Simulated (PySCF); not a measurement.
Gas-phase reaction: 2 BH3 + 2 B + 2 BCl3 + 3 N2 → 2 B3N3Cl3H3

Method: PySCF energies plus ideal-gas RRHO corrections (1 bar). † marks an energy on the PBE0/def2-TZVP geometry and frequencies; other levels use their own. 6-31G* has spherical d functions here. Open shells (unrestricted): B (multiplicity 2); the rest are closed-shell singlets. Spin-orbit splitting is ignored; it lowers the true energy and changes the entropy of B. B3LYP is the form with VWN-RPA correlation.

```csv
level,"ΔH°(298 K), kJ"
B3LYP/6-31G*,-2523
BLYP/def2-TZVP†,(withheld)
HF/6-31G*,-2203
HF/def2-TZVP†,-2173
M06-2X/def2-TZVP†,-2615
PBE/def2-SVP,(withheld)
PBE/def2-TZVP†,-2603
PBE0/def2-SVP†,(withheld)
r2SCAN/def2-TZVP†,(withheld)
ωB97M-V/def2-TZVP†,-2585
```

**Question.** Fill in the missing entries.

**Answer.** 
- BLYP/def2-TZVP†, ΔH°(298 K), kJ: -2367
- PBE/def2-SVP, ΔH°(298 K), kJ: -2745
- PBE0/def2-SVP†, ΔH°(298 K), kJ: -2807
- r2SCAN/def2-TZVP†, ΔH°(298 K), kJ: -2657
